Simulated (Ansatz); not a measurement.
SiFCl₂Br, SMILES Cl[Si](Cl)(F)Br.

Coordinates come from a ωB97X-D3(BJ)/def2-SVP optimisation.

Two levels are set side by side: PBE/def2-SVPD (Ansatz, a first-principles code) and CAM-B3LYP/def2-SVPD (Ansatz). Energy differences of separate SCF runs at the same geometry; the states with an electron removed or added have multiplicity 2 and 2. Differences are taken from unrounded values.

| quantity | CAM-B3LYP | PBE | PBE minus CAM-B3LYP |
|---|---|---|---|
| vertical ionisation energy (eV) | 11.63 | 10.87 | -0.76 |
| vertical singlet–triplet gap (eV) | 6.74 | 5.98 | -0.75 |
